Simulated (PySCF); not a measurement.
**RuSe₂⁺, quartet: computed properties**

Level of theory: PySCF, UPBE0, basis Ru def2-SVP with ECP28, Se def2-SVP (scalar-relativistic core potentials, no spin–orbit coupling, density fitting).

The structure is a minimum.

```xyz
3
charge 1 multiplicity 4, angstrom
Ru   -0.0077    0.0000   -1.2727
Se   -1.1337    0.0000    0.8184
Se    1.1435    0.0000    0.8045
```

| Quantity | Value |
| --- | --- |
| Point group | C2v |
| Bond lengths | Ru–Se 2.375 Å (×2), Se–Se 2.277 Å |
| Bond angles | Ru–Se–Se 61.4° (×2), Se–Ru–Se 57.3° |
| Principal polarisabilities | 40.9, 69.6, 76.6 bohr³ |
| Rotational constants | 0.08135, 0.06236, 0.0353 cm⁻¹ |
| Entropy at 298.15 K and 1 bar (electronic part: spin only) | 324.2 J/(mol K) |
| Rotational symmetry number | 2 |
| Zero-point energy | 4.9 kJ/mol |
| Lowest empty level (α) | -9.10 eV |
| Enthalpy at 298.15 K above 0 K | 13.55 kJ/mol |
| Dipole moment about the centre of mass | 3.17 D |
| Spin squared ⟨S²⟩ | 3.794 |
| Principal quadrupole moments (Buckingham, traceless) about the centre of mass | -10.62, -0.45, 11.07 D Å |
| Heat capacity Cp at 298.15 K | 54.8 J/(mol K) |
| Highest occupied level (α) | -11.91 eV |

Harmonic modes (masses in u: Ru 101.904, Se 79.917):
```
symmetry  ω (cm⁻¹)  IR (km/mol)
      b2       213          0.6
      a1       241          0.0
      a1       367          0.5
```

In C2v the vibrations span b2 + 2a1. Here b1 is antisymmetric to the molecular plane and b2 lies in it.

Charges (e):
```
 atom  Mulliken  Löwdin  polar tensor  spin (Mulliken)  Mayer order to Ru1
  Ru1      0.50    0.01          0.64             2.22                   –
Se2,3      0.25    0.49          0.18             0.39                1.23
```
Other Mayer orders above 0.3: Se–Se 1.30.

Mulliken populations on Ru1 (electrons outside its core potential): s 2.39, p 6.17, d 6.95, f 0.00.

Outer orbital energies (eV). α occupied: -16.12, -15.67, -14.86, -14.18, -14.10, -13.52, -13.04, -11.91; empty: -9.10, -7.46, -6.48, -4.68. β occupied: -26.97, -22.78, -16.12, -15.34, -14.29, -14.09, -12.62, -12.19; empty: -9.02, -8.66, -8.55, -8.41.

Other isomers or separated fragments may lie lower. Open d and f shells are described by one determinant, and the ground state may have another occupation or spin.

The final relaxation and frequency run took 58 s on 2 threads of a shared Arm Neoverse V1 host, with 95 basis functions and 8 gradients; the process peaked at 0.91 GiB. Launch command: `OMP_NUM_THREADS=2 python axn.py task.json out`.
